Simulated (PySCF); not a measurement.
**Exercise with solution: dipole moment from atomic charges**

B(F)2(NHMe) (CH4BF2N), SMILES FB(NC)F. Atoms are numbered in the order given.

```xyz
9

B      0.0105     0.5682     0.0000
F      0.7267     1.6942     0.0000
F     -1.3193     0.6815     0.0000
N      0.6360    -0.6799     0.0000
C     -0.0274    -1.9684     0.0000
H      1.6497    -0.7048     0.0000
H      0.2297    -2.5657     0.8923
H      0.2297    -2.5657    -0.8923
H     -1.1152    -1.8158     0.0000
```
Charge 0, spin multiplicity 1.

Geometry optimised at B3LYP-D3(BJ)/def2-SVP. One conformer was computed; it need not be the lowest.

Charges (e) from HF/def2-TZVP (PySCF):

```tsv
atom	Mulliken	IAO
B1	0.745	0.896
F2	-0.353	-0.405
F3	-0.363	-0.405
N4	-0.433	-0.529
C5	-0.200	-0.216
H6	0.243	0.277
H7	0.111	0.120
H8	0.111	0.120
H9	0.139	0.142
```

The dipole moment of the full density is 2.82 D.

Task: What dipole moment does each set of point charges give, and which comes closer to that of the density?

Result: 
μ = Σ q r, and 1 e Å = 4.8032 D.
Mulliken: Σ q r = (0.257, -0.727, 0.000) e Å, |μ| = 3.71 D.
IAO: Σ q r = (0.273, -0.737, 0.000) e Å, |μ| = 3.77 D.
Mulliken comes closer in size. Point charges leave out the atoms' own dipoles (lone pairs, polarised bonds); fits to the potential absorb them, partitions of the density don't.
